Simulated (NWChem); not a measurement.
System meant: C4H6Si; SMILES C(#CC=C)[SiH3]

Input file for NWChem:

```
start job
memory heap 200 mb stack 900 mb global 1100 mb
geometry units angstroms noautosym nocenter noautoz
  C      0.528851    -3.015446    -0.044825
  C     -0.458552    -2.112001     0.047830
  C     -0.265801    -0.703911     0.030018
  C     -0.129015     0.511270     0.017220
  Si     0.087167     2.326840    -0.003206
  H      1.573886    -2.711005    -0.142684
  H      0.309241    -4.085331    -0.024378
  H     -1.496586    -2.453090     0.145092
  H      0.746874     2.744585    -1.275755
  H      0.939176     2.749089     1.147840
  H     -1.243060     2.995882     0.101179
end
basis spherical
  * library 6-31g*
end
dft
  xc m06-2x
  iterations 150
end
property
  shielding
end
task dft property
```

End of the output:

```
 Vector   25  Occ=0.000000D+00  E= 7.885099D-02
              MO Center=  1.5D-01,  2.7D+00, -9.3D-03, r^2= 4.5D+00
   Bfn.  Coefficient  Atom+Function         Bfn.  Coefficient  Atom+Function
  ----- ------------  ---------------      ----- ------------  ---------------
    68      1.402537   5 Si py               48      0.736207   4 C  s
    50      0.589597   4 C  py               86     -0.353136  11 H  s
    82     -0.296886   9 H  s                84     -0.297493  10 H  s
    20      0.291060   2 C  s                36      0.284387   3 C  py
    64      0.268538   5 Si py               34      0.225619   3 C  s

 center of mass
 --------------
 x =  -0.01427288 y =   0.01131127 z =   0.01069308

 moments of inertia (a.u.)
 ------------------
        1359.947312984008           4.792464545046           4.027172401572
           4.792464545046          64.557184908928          -0.495662665159
           4.027172401572          -0.495662665159        1402.475459972602

     Multipole analysis of the density
     ---------------------------------

     L   x y z        total         alpha         beta         nuclear
     -   - - -        -----         -----         ----         -------
     0   0 0 0     -0.000000    -22.000000    -22.000000     44.000000

     1   1 0 0      0.009967     -0.092117     -0.092117      0.194201
     1   0 1 0     -0.411544     -0.106903     -0.106903     -0.197737
     1   0 0 1     -0.001018     -0.196916     -0.196916      0.392814

     2   2 0 0    -27.464331    -34.029114    -34.029114     40.593897
     2   1 1 0      0.251104      2.165380      2.165380     -4.079656
     2   1 0 1     -0.242661      1.287045      1.287045     -2.816750
     2   0 2 0    -23.011180   -396.793716   -396.793716    770.576251
     2   0 1 1     -0.027169     -0.217512     -0.217512      0.407854
     2   0 0 2    -30.031814    -20.426857    -20.426857     10.821899

          -----------------------------------------
          Chemical Shielding Tensors (GIAO, in ppm)
          -----------------------------------------

 ------------------------------------------------------------------------
  xm06: d2 not coded                    0
 ------------------------------------------------------------------------
 ------------------------------------------------------------------------
  current input line :
    26: task dft property
 ------------------------------------------------------------------------
 ------------------------------------------------------------------------
 This error has not yet been assigned to a category
 ------------------------------------------------------------------------
 For more information see the NWChem manual at https://nwchemgit.github.io

0: xm06: d2 not coded:Received an Error in Communication
```

Problem. What is wrong, and how is it mended?

Solution. The program stopped with an error. Cause: this functional's second derivatives, which shieldings need, aren't coded here; the fix takes a hybrid GGA instead. This input runs:
```
start job
memory heap 200 mb stack 900 mb global 1100 mb
geometry units angstroms noautosym nocenter noautoz
  C      0.528851    -3.015446    -0.044825
  C     -0.458552    -2.112001     0.047830
  C     -0.265801    -0.703911     0.030018
  C     -0.129015     0.511270     0.017220
  Si     0.087167     2.326840    -0.003206
  H      1.573886    -2.711005    -0.142684
  H      0.309241    -4.085331    -0.024378
  H     -1.496586    -2.453090     0.145092
  H      0.746874     2.744585    -1.275755
  H      0.939176     2.749089     1.147840
  H     -1.243060     2.995882     0.101179
end
basis spherical
  * library 6-31g*
end
dft
  xc pbe0
  iterations 150
end
property
  shielding
end
task dft property
```
It converges to -445.09837 Ha (PBE0/6-31G* (spherical d), GIAO).
